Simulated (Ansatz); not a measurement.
Cl2GeH4OSi (`O[SiH](Cl)[GeH2][Cl]`), relaxed with RKS PBE-D4/def2-SVP in Ansatz 0.2.0 from a rough embedded geometry. The force threshold is 0.03 eV/Å; the program also tests the step.

Total charge 0; spin multiplicity 1.

Start:

```xyz
9

O     0.047   -1.105    1.672
Si   -0.090    0.370    0.804
Cl    1.549    1.566    1.184
Ge   -0.130   -0.110   -1.445
Cl    1.649   -1.104   -2.047
H     0.028   -0.831    2.604
H    -1.330    1.031    1.225
H    -0.323    1.197   -2.254
H    -1.399   -1.015   -1.744
```

Question: By how much does the energy fall, and how many steps does the optimiser take? (An estimate is asked.)

Answer: Computed: 4.69 kcal/mol, in 8 steps, 1 of them rejected.

Question: Which bonds change most? (Best estimate.)

Answer: Computed: Si2–Ge4 from 2.299 to 2.391 Å; Ge4–Cl5 from 2.125 to 2.188 Å; O1–Si2 from 1.717 to 1.671 Å; Si2–H7 from 1.468 to 1.506 Å.

Question: Give the relaxed structure. (Estimate.)

Answer: Computed: 
```xyz
9

O     0.003   -1.062    1.640
Si   -0.121    0.410    0.859
Cl    1.563    1.602    1.176
Ge   -0.226   -0.111   -1.472
Cl    1.673   -1.082   -1.961
H     0.089   -1.030    2.610
H    -1.298    1.214    1.347
H    -0.325    1.163   -2.352
H    -1.358   -1.105   -1.847
```
